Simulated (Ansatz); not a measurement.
Basis sets compared for diborane 1,2-di F (B2H4F2). The state is a singlet with charge 0. Geometry B3LYP-D4/def2-TZVP. Ansatz on 4 threads of Arm Neoverse V1 on a shared host; times are rough, and most runs start from earlier orbitals.

```xyz
8

B     0.305   -0.442   -0.722
F     1.351    0.069   -1.389
H    -0.219   -1.452   -1.062
H    -0.673    0.451   -0.562
B    -0.326    0.421    0.726
F     0.259    1.563    1.118
H    -1.252   -0.040    1.310
H     0.555   -0.571    0.582
```

Binding counts from free atoms (B doublet, F doublet, H doublet) in the same basis, without a counterpoise term.

```
              level  functions  energy (Eh)  HOMO (eV)  LUMO (eV)  binding per atom (eV)  wall time
          HF/STO-3G         24    -247.1690     -10.93       7.42                   3.51      0.1 s
           HF/6-31G         44    -250.5455     -14.01       3.45                   2.69     0.15 s
    PBE-D4/def2-SVP         76    -251.4022      -8.05      -1.20                   3.96     0.45 s
   PBE-D4/def2-TZVP        148    -251.7038      -8.22      -1.38                   3.90      0.8 s
r2SCAN-D4/def2-TZVP        148    -251.8662      -8.61      -1.04                   3.87      1.6 s
   PBE0-D4/def2-SVP         76    -251.4200      -9.76      -0.24                   3.88     0.55 s
  PBE0-D4/def2-TZVP        148    -251.7192      -9.86      -0.39                   3.83        1 s
```

Problem. Estimate the rows for PBE-D4/def2-TZVPD, r2SCAN-D4/def2-TZVPD, PBE0-D4/def2-TZVPD.

Solution. 
```
               level  functions  energy (Eh)  HOMO (eV)  LUMO (eV)  binding per atom (eV)  wall time
   PBE-D4/def2-TZVPD        190    -251.7051      -8.26      -1.45                   3.90      1.4 s
r2SCAN-D4/def2-TZVPD        190    -251.8671      -8.63      -1.08                   3.87      2.4 s
  PBE0-D4/def2-TZVPD        190    -251.7202      -9.89      -0.46                   3.83      1.7 s
```
